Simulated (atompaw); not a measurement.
## An all-electron radial function and its pseudo partner (molybdenum (Mo))

Columns: radius, all-electron u(r) and pseudo u(r) of the 4p shell (level -41.72 eV) of molybdenum in the configuration [Ar] 3d10 4s2 4p6 4d5 5s0.5 5p0; PBE, scalar-relativistic, PAW (atompaw) scheme, atompaw 4.2.0.5.

| r (bohr) | all-electron | pseudo |
| --- | --- | --- |
| 0.096 | 0.3170 | 0.0297 |
| 0.192 | -0.1875 | 0.1150 |
| 0.288 | -0.5173 | 0.2451 |
| 0.385 | -0.4473 | 0.4055 |
| 0.481 | -0.1543 | 0.5741 |
| 0.577 | 0.1941 | 0.7341 |
| 0.673 | 0.5054 | 0.8700 |
| 0.769 | 0.7430 | 0.9713 |
| 0.865 | 0.9017 | 1.0336 |
| 0.962 | 0.9899 | 1.0580 |
| 1.058 | 1.0196 | 1.0495 |
| 1.154 | 1.0068 | 1.0164 |
| 1.250 | 0.9647 | 0.9661 |
| 1.346 | 0.9040 | 0.9040 |
| 1.442 | 0.8330 | 0.8330 |
| 1.538 | 0.7576 | 0.7576 |
| 1.635 | 0.6813 | 0.6813 |
| 1.731 | 0.6084 | 0.6084 |
| 1.827 | 0.5396 | 0.5396 |
| 1.923 | 0.4762 | 0.4762 |
| 2.019 | 0.4183 | 0.4183 |
| 2.115 | 0.3661 | 0.3661 |
| 2.212 | 0.3190 | 0.3190 |
| 2.308 | 0.2776 | 0.2776 |
| 2.404 | 0.2410 | 0.2410 |
| 2.500 | 0.2089 | 0.2089 |

Task: How many radial nodes do the two functions have?

Result: The all-electron 4p function has n − l − 1 = 2; the pseudo-wave has 0, since the states of the same l below it are removed with the core.

Task: At about which radius was the pseudo-wave matched?

Result: 1.35 bohr, where the columns begin to agree (steps of 0.10 bohr).

Task: Is the pseudo-wave norm-conserving?

Result: No, it belongs to a PAW set: the norm inside the radius is not constrained, and the difference is carried by the augmentation charge.
